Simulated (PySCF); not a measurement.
Cyclo-(Me2SnSe)2, C₄H₁₂Se₂Sn₂.
Bonds: Sn1–C2, Sn1–C3, Sn1–Se4, Sn1–Se8, Se4–Sn5, Sn5–C6, Sn5–C7, Sn5–Se8. Hydrogens: H9, H10, H11 on C2; H12, H13, H14 on C3; H15, H16, H17 on C6; H18, H19, H20 on C7.

Theory: PBE0-D3(BJ)/def2-SVP geometry optimisation, gas phase, def2 core potentials past Kr (PySCF 2.14.0).

(1) How far are the bound atoms from Sn1?

(2) List the angles at Sn1.

(3) What is the shape at Sn1?

(4) What are the other bond lengths?

(5) Give some angles away from the centre.

(6) What are the rotational constants (commonest isotopes, rigid rotor)?

Results:

(1) 4 atoms: C2 2.147 Å, C3 2.148 Å, Se4 2.562 Å, Se8 2.564 Å. The nearest atom not counted as bound is H9, at 2.71 Å (others tie with it).

(2) 
| angle | degrees | distance of the outer atoms (Å) |
| --- | --- | --- |
| C2–Sn1–C3 | 113.4 | 3.59 |
| C3–Sn1–Se8 | 111.6 | 3.90 |
| C3–Sn1–Se4 | 111.4 | 3.90 |
| C2–Sn1–Se4 | 111.2 | 3.89 |
| C2–Sn1–Se8 | 110.9 | 3.89 |
| Se4–Sn1–Se8 | 97.4 | 3.85 |

(3) Distorted tetrahedral: angles from 97.4° to 113.4°; τ4 = (360° − α − β)/141° = 0.96 with α and β the two widest (0 for a square, 1 for a tetrahedron).

(4) C2–H9 and 11 like bonds 1.099 Å.

(5) Sn1–Se4–Sn5 82.7°.

(6) A = 625.1, B = 358.2, C = 280.8 MHz: an asymmetric top.

Point group: near C2, missed by 0.24 Å at most; the miss may be what the optimiser left on a soft mode. Charge 0, singlet. No PBE0-D3(BJ)/def2-SVP frequencies stand behind this structure, so it isn't proved a minimum.

Time: 51 min wall, 45 min CPU; peak memory 1.6 GiB. Hardware: one thread of an Intel Xeon at 2.50 GHz, shared host with 64 logical CPUs at a one-minute load of 58. These figures are those of the optimisation.

One conformer stands for the species.
